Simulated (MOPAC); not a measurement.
MOPAC input (AM1):

```
AM1 FORCE THERMO(298,298) PRECISE LET UHF MS=0.5 GEO-OK AUX(PRECISION=9) THREADS=1
C2H9N2Si

C     0.71264849 1   -0.13179138 1   -1.66745407 1
Si    0.03754578 1   -0.01168930 1   -0.03078111 1
C    -1.76172677 1    0.33238405 1   -0.06836377 1
N     0.79085597 1    1.28190604 1    0.78432651 1
N     0.27254935 1   -1.50345468 1    0.75966236 1
H     0.75357994 1   -1.06724848 1   -2.22894880 1
H     1.10520538 1    0.72731688 1   -2.21503028 1
H    -2.31443927 1   -0.45280912 1   -0.63308472 1
H    -2.19353115 1    0.36921323 1    0.95783769 1
H    -1.98028605 1    1.30972585 1   -0.55616156 1
H     0.34924635 1    1.83141403 1    1.46981421 1
H     1.73678051 1    1.52746678 1    0.67631137 1
H    -0.28949369 1   -1.82887041 1    1.49794467 1
H     1.02479179 1   -2.11093356 1    0.58121955 1
```

From the output:

```
     H   14   0.832322   7.266320

          HEAT OF FORMATION =     -43.576168 KCALS/MOLE

          ZERO POINT ENERGY      71.678 KCAL/MOL

           NORMAL COORDINATE ANALYSIS (Total motion = 1 Angstrom)

   Root No.       1         2         3         4         5         6         7         8

                 1 A       2 A       3 A       4 A       5 A       6 A       7 A       8 A

                  46.9      77.4      78.6     181.8     186.2     244.1     275.9     276.3

           1    0.0002    0.0003    0.0003    0.0063   -0.0099    0.0002   -0.0030    0.0309
           2    0.0006    0.0027    0.0025    0.0457   -0.0370   -0.0011    0.0029   -0.0278
           3    0.0114    0.0122    0.0130   -0.0025   -0.0003   -0.0371   -0.0529   -0.0049
           4    0.0002    0.0003    0.0003    0.0047   -0.0078    0.0003   -0.0037    0.0365
           5   -0.0001   -0.0004   -0.0003   -0.0085    0.0073    0.0004   -0.0028    0.0277
           6   -0.0007    0.0005    0.0001    0.0001    0.0003   -0.0067    0.0414    0.0046
           7   -0.0004   -0.0021   -0.0019   -0.0313    0.0438    0.0003    0.0008   -0.0072
           8    0.0002    0.0006    0.0005    0.0043   -0.0113    0.0003   -0.0038    0.0394
           9    0.0013   -0.0171   -0.0078    0.0022   -0.0002    0.0489   -0.0347   -0.0041
          10   -0.0083    0.0140    0.0134    0.0060   -0.0114   -0.0295   -0.0253   -0.0385
          11    0.0023    0.0050    0.0115   -0.0184    0.0164   -0.0284    0.0313   -0.0222
          12   -0.0053    0.0030   -0.0012    0.0060   -0.0062   -0.0023    0.0115    0.0019
          13    0.0082   -0.0126   -0.0122    0.0098   -0.0114    0.0287    0.0325   -0.0332
          14   -0.0030   -0.0075   -0.0139   -0.0155    0.0161    0.0285   -0.0265   -0.0288
          15   -0.0053    0.0016   -0.0026   -0.0058    0.0064   -0.0017    0.0116    0.0002
          16    0.0065    0.0032    0.0090    0.0051   -0.0111   -0.0301   -0.0895    0.0222
          17   -0.0115   -0.1738    0.2134    0.0764   -0.0624   -0.0019    0.0101   -0.0665
          18    0.0158    0.0172    0.0150   -0.0039   -0.0008   -0.0576   -0.1114   -0.0104
          19   -0.0061   -0.0027   -0.0083    0.0081   -0.0095    0.0305    0.0834    0.0401
          20    0.0135    0.1813   -0.2065    0.0758   -0.0622   -0.0031    0.0034   -0.0668
          21    0.0156    0.0155    0.0172   -0.0035   -0.0007   -0.0576   -0.1112   -0.0111
          22   -0.2283    0.0077   -0.0014   -0.0478    0.0704   -0.0111    0.0209   -0.0293
          23    0.0859    0.0048    0.0027   -0.0078    0.0042   -0.0445    0.0540    0.0329
          24   -0.1498   -0.0159   -0.0091    0.0037    0.0001    0.0751   -0.0661   -0.0081
          25   -0.0106   -0.0016   -0.0019   -0.0316    0.0445   -0.0003    0.0017   -0.0077
          26    0.0046    0.0023    0.0021    0.0372   -0.0608   -0.0018   -0.0063    0.0887
          27    0.2908   -0.0302   -0.0094    0.0002   -0.0008    0.0665   -0.0595   -0.0076
          28    0.2367   -0.0138   -0.0040   -0.0502    0.0684    0.0125   -0.0152   -0.0336
          29   -0.0895   -0.0047   -0.0026   -0.0022    0.0014    0.0472   -0.0616    0.0223
          30   -0.1310   -0.0165   -0.0091    0.0041   -0.0002    0.0746   -0.0659   -0.0069
          31   -0.0169   -0.0483   -0.0472   -0.0578   -0.0803   -0.0784   -0.0437   -0.0644
          32    0.0107    0.0990    0.1041    0.0673    0.1149   -0.0004    0.0582   -0.0678
          33   -0.0167   -0.0632   -0.0650   -0.0670   -0.0823   -0.0762   -0.0078   -0.0657
          34   -0.0039    0.0930    0.0879    0.0817    0.0628   -0.0097   -0.0313   -0.0905
          35   -0.0050   -0.0761   -0.0633   -0.1041   -0.0623   -0.0818    0.0420   -0.0287
          36    0.0035    0.0691    0.0580    0.0840    0.0606    0.0740   -0.0012    0.0665
          37    0.0134    0.0339    0.0333   -0.0487   -0.0646    0.0736    0.0555   -0.0557
          38   -0.0081   -0.1011   -0.1061    0.0934    0.1152   -0.0118   -0.0471   -0.0767
          39   -0.0139   -0.0580   -0.0604    0.0727    0.0776   -0.0779   -0.0268    0.0632
          40    0.0073   -0.0778   -0.0735    0.0873    0.0491    0.0085    0.0476   -0.0827
          41    0.0017    0.0759    0.0628   -0.1228   -0.0661    0.0946   -0.0324   -0.0402
          42    0.0010    0.0627    0.0520   -0.0914   -0.0579    0.0797    0.0187   -0.0687

   Root No.       9        10        11        12        13        14        15        16

                 9 A      10 A      11 A      12 A      13 A      14 A      15 A      16 A

                 302.6     571.3     618.1     661.0     719.5     736.0     767.7     808.8

           1   -0.0285    0.0007   -0.0387    0.0096    0.1253    0.0048   -0.0085   -0.0005
           2   -0.0098    0.0001   -0.0057   -0.0076   -0.0073   -0.0002   -0.0428   -0.0007
           3   -0.0000    0.0019   -0.0002    0.0001   -0.0038    0.0544   -0.0000   -0.0182
           4   -0.0277   -0.0000   -0.0067   -0.0069   -0.0468   -0.0020    0.0047    0.0005
           5    0.0369   -0.0004   -0.0364   -0.0199   -0.0108   -0.0005    0.0025    0.0004
           6   -0.0001    0.0019   -0.0002   -0.0002   -0.0001   -0.0034    0.0000   -0.0014
           7    0.0181    0.0006    0.0396    0.0157   -0.0108   -0.0008   -0.0198    0.0000
           8    0.0199    0.0015    0.1019    0.0367    0.0265    0.0012    0.0051   -0.0004
           9    0.0002    0.0007    0.0001   -0.0002    0.0004   -0.0103    0.0003   -0.0381
          10    0.0222   -0.0226    0.0115   -0.0198   -0.0121    0.0017    0.0076   -0.0188
          11   -0.0294    0.0279   -0.0245    0.0164   -0.0039   -0.0122    0.0052    0.0044
          12    0.0507   -0.0204    0.0019   -0.0359    0.0228   -0.0065   -0.0005    0.0168
          13    0.0228    0.0188    0.0095   -0.0167   -0.0133   -0.0015    0.0080    0.0187
          14   -0.0291   -0.0300   -0.0249    0.0197   -0.0057    0.0113    0.0041   -0.0053
          15   -0.0508   -0.0196   -0.0012    0.0367   -0.0205   -0.0101    0.0001    0.0137
          16   -0.0295   -0.0182   -0.0372    0.0107    0.1358   -0.2237   -0.0030    0.0599
          17   -0.0417    0.0013    0.0251    0.0312    0.0094    0.0029    0.1834    0.0024
          18   -0.0000   -0.0116   -0.0003    0.0005    0.0079   -0.1066   -0.0006    0.0243
          19   -0.0291    0.0199   -0.0398    0.0127    0.1017    0.2324   -0.0046   -0.0605
          20   -0.0417   -0.0027    0.0250    0.0314    0.0098   -0.0015    0.1834    0.0030
          21    0.0001   -0.0117    0.0014   -0.0021    0.0082   -0.1061   -0.0006    0.0242
          22    0.0443    0.0046    0.0261    0.0025    0.0527   -0.0208    0.0602   -0.0675
          23    0.0359    0.0127    0.0830    0.0214    0.0599   -0.0567    0.0516   -0.1683
          24    0.0001   -0.0060    0.0008    0.0023   -0.0008    0.0229   -0.0011    0.0550
          25    0.0189    0.0008    0.0342    0.0127   -0.0085   -0.0016   -0.0135   -0.0028
          26   -0.0283    0.0025    0.0982    0.0460   -0.1033   -0.0088   -0.1364   -0.0069
          27    0.0005   -0.0073   -0.0000    0.0011   -0.0010    0.0219   -0.0005    0.0514
          28    0.0437   -0.0047    0.0263    0.0041    0.0481    0.0274    0.0559    0.0693
          29    0.0331   -0.0108    0.0844    0.0259    0.0480    0.0650    0.0404    0.1747
          30    0.0001   -0.0059   -0.0003   -0.0006   -0.0013    0.0230   -0.0001    0.0555
          31    0.0573    0.1023   -0.0415    0.0874   -0.0269    0.0117   -0.0074    0.0019
          32   -0.0756   -0.1260    0.0670   -0.0958    0.0621    0.0347   -0.0449    0.0650
          33    0.0918    0.1276   -0.0486    0.0994    0.0283    0.0316   -0.0484    0.0787
          34    0.0546    0.1061   -0.0314    0.1051   -0.0029    0.0359   -0.0442    0.0456
          35   -0.0716   -0.1286    0.0493   -0.1138    0.0262    0.0003    0.0058    0.0024
          36    0.0945    0.1301   -0.0876    0.0705   -0.0397   -0.0615    0.0484   -0.0417
          37    0.0530   -0.0857   -0.0323    0.0765   -0.0187   -0.0170   -0.0091   -0.0057
          38   -0.0699    0.1365    0.0710   -0.1168    0.0687   -0.0266   -0.0412   -0.0593
          39   -0.0975    0.1290    0.0476   -0.0996   -0.0372    0.0330    0.0488    0.0789
          40    0.0577   -0.0884   -0.0205    0.0866    0.0112   -0.0406   -0.0442   -0.0478
          41   -0.0761    0.1378    0.0506   -0.1245    0.0236    0.0053    0.0086    0.0026
          42   -0.0879    0.1274    0.0840   -0.0770    0.0486   -0.0576   -0.0447   -0.0404

   Root No.      17        18        19        20        21        22        23        24

                17 A      18 A      19 A      20 A      21 A      22 A      23 A      24 A

                 817.1     852.2     907.4     927.6     980.4    1368.1    1371.6    1394.9

           1    0.0074   -0.0002   -0.0038   -0.0199    0.0008   -0.0522    0.0076    0.0001
           2   -0.0368    0.0001   -0.0214    0.0043    0.0003    0.0012    0.0006    0.0002
           3    0.0007    0.0093    0.0001    0.0001   -0.0133    0.0000   -0.0000   -0.0000
           4   -0.0007    0.0000    0.0063    0.0478   -0.0018   -0.0017   -0.0015    0.0000
           5   -0.0014    0.0002    0.0385   -0.0239   -0.0008   -0.0006   -0.0043    0.0000
           6    0.0001   -0.0025    0.0011    0.0012    0.0894   -0.0000    0.0000    0.0002
           7    0.0344    0.0001   -0.0086   -0.0241    0.0006   -0.0035   -0.0206   -0.0102
           8   -0.0159   -0.0001   -0.0061    0.0099    0.0002   -0.0087   -0.0518    0.0047
           9    0.0003   -0.0258    0.0002   -0.0002   -0.0198   -0.0000   -0.0003   -0.0436
          10   -0.0118    0.0185   -0.0096   -0.0348    0.0276    0.0006    0.0000    0.0002
          11    0.0092    0.0204   -0.0387    0.0142   -0.0343   -0.0002    0.0012    0.0003
          12    0.0275    0.0038   -0.0325    0.0413   -0.0718    0.0002    0.0006   -0.0002
          13   -0.0132   -0.0192   -0.0115   -0.0370   -0.0247    0.0006    0.0000   -0.0003
          14    0.0094   -0.0197   -0.0353    0.0163    0.0360   -0.0002    0.0012   -0.0005
          15   -0.0280    0.0088    0.0308   -0.0431   -0.0712   -0.0001   -0.0006   -0.0003
          16    0.0085   -0.0293   -0.0015   -0.0149    0.0584    0.3231   -0.0410   -0.0003
          17    0.1295   -0.0005    0.0726   -0.0195   -0.0021   -0.0047   -0.0009   -0.0002
          18   -0.0014   -0.0114   -0.0002    0.0015    0.0299    0.2245   -0.0290   -0.0003
          19    0.0115    0.0288   -0.0023   -0.0149   -0.0569    0.3238   -0.0410   -0.0005
          20    0.1296    0.0003    0.0728   -0.0194   -0.0004   -0.0069   -0.0007   -0.0005
          21   -0.0011   -0.0113    0.0001   -0.0009    0.0296   -0.2247    0.0290    0.0003
          22   -0.0884   -0.0410    0.0088    0.0553   -0.0377    0.0263    0.1476    0.3106
          23   -0.0853   -0.1004    0.0118    0.0534   -0.0890    0.0344    0.2132   -0.0159
          24    0.0013    0.0295   -0.0019   -0.0012    0.0310   -0.0129   -0.0863    0.1241
          25    0.0250   -0.0016   -0.0057   -0.0170   -0.0009   -0.0008   -0.0049   -0.0195
          26    0.2119   -0.0039   -0.0173   -0.1398   -0.0015    0.0487    0.2735    0.0502
          27   -0.0006    0.0260    0.0001    0.0005    0.0264   -0.0006   -0.0009    0.4139
          28   -0.0846    0.0420    0.0080    0.0529    0.0372    0.0253    0.1378   -0.1700
          29   -0.0756    0.1045    0.0106    0.0476    0.0912    0.0348    0.2150   -0.0916
          30   -0.0021    0.0299    0.0025    0.0020    0.0311    0.0139    0.0913   -0.0208
          31   -0.0096   -0.0094    0.0195    0.0049    0.0306   -0.0010    0.0003    0.0006
          32    0.0355   -0.1014    0.0951    0.0761   -0.0589    0.0008   -0.0015   -0.0005
          33    0.0426   -0.0977    0.0766    0.1345   -0.0731   -0.0023    0.0001    0.0003
          34    0.0048   -0.0998    0.1091    0.0564    0.0305   -0.0011   -0.0011   -0.0009
          35    0.0128    0.0226   -0.0260   -0.0015   -0.0426    0.0012    0.0001    0.0005
          36    0.0046    0.1130   -0.1664   -0.0199   -0.0558   -0.0007    0.0037    0.0008
          37   -0.0072    0.0163    0.0224    0.0060   -0.0296   -0.0007    0.0002   -0.0011
          38    0.0391    0.0949    0.0895    0.0805    0.0491    0.0007   -0.0016    0.0013
```
